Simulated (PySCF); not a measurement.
# Tl⁺: excitation energy

Tl⁺ [Xe] 4f14 5d10 6s2 (1S) → Tl⁺ [Xe] 4f14 5d10 6s1 6p1 (3P), as a difference of total energies. All numbers are calculated (PySCF 2.14, scalar relativity through the core potential, in aug-cc-pwCVTZ-PP with ECP60MDF (8s7p6d4f1g, 96 functions)). Correlated levels: valence: 5s2 5p6 5d10 frozen. The calculations carry no spin-orbit coupling.

```csv
method,excitation energy (eV),error (eV)
UHF,5.620,-1.478
MP2 (valence),6.134,-0.964
SCS-MP2 (valence),6.286,-0.812
CCSD (valence),6.293,-0.805
```

Reference: 7.098 eV (measured; NIST levels, between the centres of gravity of the two terms).

Errors of the correlated levels include the incompleteness of this basis and the frozen core.

With two correlated electrons CCSD is exact in that space.
